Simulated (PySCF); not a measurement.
Species: C₈H₇FO₂.
Geometry (PBE0-D3(BJ)/def2-SVP, Å), atoms numbered from 1 in this order:
```
atom  x, y, z in Å
O1    -2.0576    1.3433    0.8572
C2    -2.3763    0.2476    0.4864
O3    -3.6496   -0.1731    0.4673
C4    -1.4397   -0.8357   -0.0001
C5    -0.0140   -0.3846   -0.1092
C6     0.4717    0.1749   -1.2946
C7     1.7825    0.6336   -1.3927
C8     2.6127    0.5296   -0.2838
F9     3.8690    0.9658   -0.3632
C10    2.1623   -0.0228    0.9086
C11    0.8487   -0.4756    0.9869
H12   -4.1858    0.5620    0.8027
H13   -1.5420   -1.6809    0.7004
H14   -1.8288   -1.2040   -0.9623
H15   -0.1883    0.2583   -2.1622
H16    2.1702    1.0709   -2.3143
H17    2.8442   -0.0898    1.7580
H18    0.4870   -0.9053    1.9247
```

Computed with PySCF, TDDFT wB97X-D/def2-SVPD, vertical, gas phase, core orbitals frozen in the response.

Frontier orbitals with the atoms that hold most of them (Löwdin shares over 4%, at most four atoms; ? is withheld):

```
orbital  ε (eV)                            atoms
 HOMO-3  -11.60           O1 44%, O3 39%, C2 13%
 HOMO-2  -10.35     O1 68%, O3 11%, C2 8%, C4 8%
 HOMO-1   -9.46                                ?
   HOMO   -8.91   C5 22%, C8 20%, F9 10%, C7 10%
   LUMO       ?                                ?
 LUMO+1    1.38  C5 21%, C8 20%, C6 11%, C11 11%
 LUMO+2    1.86    C2 35%, O1 25%, O3 12%, C4 8%
```

Which atoms hold the HOMO-1, and with what shares?

C7 (bonded to 2 C and H) 21%; C10 (bonded to 2 C and H) 21%; C11 (bonded to 2 C and H) 20%; C6 (bonded to 2 C and H) 20%.

Give the leading atoms of the LUMO.

C11 (bonded to 2 C and H) 17%; C7 (bonded to 2 C and H) 17%; C6 (bonded to 2 C and H) 17%; C10 (bonded to 2 C and H) 16%.

What is the LUMO energy, and the HOMO–LUMO gap?

ε(LUMO) = 1.06 eV; the gap is 9.97 eV (0.3666 hartree).

How does S1 compare with the orbital gap of 9.97 eV?

S1 is at 5.34 eV (f = 0.012), 4.64 eV below the gap, made of HOMO→LUMO (70%), HOMO-1→LUMO+1 (28%). 

Next come S2 at 5.96 eV (f 0.0000), HOMO-2→LUMO+2 (74%), HOMO-2→LUMO (13%); S3 at 6.12 eV (f 0.018), HOMO→LUMO+1 (61%), HOMO-1→LUMO (37%); S4 at 6.89 eV (f 0.143), HOMO→LUMO+2 (42%), HOMO-1→LUMO+1 (30%), HOMO→LUMO (20%); S5 at 7.02 eV (f 0.744), HOMO-1→LUMO (59%), HOMO→LUMO+1 (36%).

Löwdin shares depend on the basis, the more so with diffuse functions.

One conformer stands for the species.
